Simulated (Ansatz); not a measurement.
Compare A (`C[SiH2]O[SiH2]N`) with its isomer B (`CO[SiH2]N[SiH3]`).

Program: Ansatz. Geometries: PBE0-D4/def2-TZVP. ΔE: electronic, gas phase. CBS: MP2 limit from def2 TZ/QZ plus the TZ coupled-cluster correction, frozen cores. Functionals use def2-TZVPP. B3LYP here is the variant with VWN-RPA as its local correlation; programs differ in this. Each species was taken in one conformer, which may not be the lowest.

Which is lower in electronic energy at CCSD(T)/CBS, and by how much? (Best estimate.)

The calculation gave: A, by 37.8 kcal/mol.

Give E(B) − E(A) in kcal/mol with B2PLYP, HF/def2-TZVPP, B3LYP-D4, r2SCAN-D4, PBE-D4, MP2/def2-TZVPP, B3LYP. (An estimate is asked.)

Ansatz gave: B2PLYP 37.3, HF/def2-TZVPP 36.7, B3LYP-D4 36.4, r2SCAN-D4 37.9, PBE-D4 35.7, MP2/def2-TZVPP 38.4, B3LYP 36.7. None reverses the order clearly.

Largest T1 diagnostic: 0.011.

From PBE to PBE0 (25 % exact exchange), in def2-TZVPP and without D4, E(B) − E(A) moves by +0.9 kcal/mol.
